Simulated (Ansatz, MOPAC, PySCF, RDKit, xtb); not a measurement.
Dimer: CH4O (SMILES CO) (first 6 atoms) with C2H3N (SMILES CC#N); geometry from B3LYP-D3(BJ)/def2-TZVP, rigid monomers moved along the line of their centres of mass till H6···N9 is 1.84 Å.
(charge 0, multiplicity 1):
```
atom    x (Å)    y (Å)    z (Å)
----  -------  -------  -------
C     -0.5814   0.1871  -0.7437
O      0.2525  -0.7388  -0.0773
H     -1.6344   0.0862  -0.4514
H     -0.5057  -0.0139  -1.8130
H     -0.2743   1.2262  -0.5693
H      0.1926  -0.5650   0.8728
C     -0.2852   0.4582   5.1539
C     -0.1753   0.1778   3.7326
N     -0.0879  -0.0445   2.6101
H     -0.4846   1.5183   5.3113
H     -1.0994  -0.1229   5.5872
H      0.6444   0.1948   5.6587
```

```
level                            interaction energy (meV)  cost
-------------------------------  ------------------------  ----
MMFF94                                             -218.3     -
PM3                                                 -80.3     -
PM7                                                -122.1     -
GFN2-xTB                                           -180.4     -
HF/STO-3G (no counterpoise)                         -94.5     -
HF/6-31G* (no counterpoise)                        -105.0     -
HF/aug-cc-pVDZ                                      -67.3     -
PBE-D3(BJ)/def2-TZVPPD                             -225.0    ×1
PBE-D4/def2-TZVPPD                                 -226.6    ×1
r2SCAN-D3(BJ)/def2-TZVPPD                          -202.7    ×1
r2SCAN-D4/def2-TZVPPD                              -201.8    ×1
B3LYP/6-31G*                                       -134.3     -
B3LYP/def2-TZVPPD                                  -153.9    ×1
PBE0/def2-TZVPPD                                   -182.6    ×1
PBE0-D3(BJ)/def2-TZVPPD                            -214.9    ×1
PBE0-D4/def2-TZVPPD                                -215.5    ×1
M06-2X/6-31G* (no counterpoise)                    -218.2     -
MP2/6-31G* (no counterpoise)                       -210.0     -
CCSD/aug-cc-pVDZ                                   -138.2     -
CCSD(T)/aug-cc-pVDZ                                -155.8   ×20
```

The rows run from -226.6 (PBE-D4/def2-TZVPPD) to -67.3 meV (HF/aug-cc-pVDZ). In aug-cc-pVDZ the value moves HF -67.3, CCSD -138.2, CCSD(T) -155.8, a shift of -88.5 from HF to CCSD(T). The dispersion term adds -32.3 in PBE0-D3(BJ), -32.9 in PBE0-D4.

Interaction energies are E(AB) − E(A) − E(B) at the monomers' geometry in the complex; basis-set methods are counterpoise corrected. Rows marked so take none.

Frozen-core correlation. Rows in 6-31G*, STO-3G carry no dispersion term and start afresh at each structure (6-31G* with six Cartesian d functions). MP2/6-31G* freezes PySCF's default core. The state that PM3, PM7 reach isn't checked; PM7 holds dispersion and hydrogen-bond terms.

Codes used: Ansatz (Gaussian basis) for Hartree–Fock, density functionals and correlated methods; MOPAC for PM3, PM7 (differences of heats of formation); PySCF for 6-31G* rows, STO-3G rows, the dispersion terms; RDKit for the force fields; xtb for the GFN methods. 

Costs are rough ratios of core time to PBE/def2-TZVPPD (about 14 s over the structures, on one shared machine); a dash marks a level with no comparable run of its own.

Ansatz is an electronic-structure program.
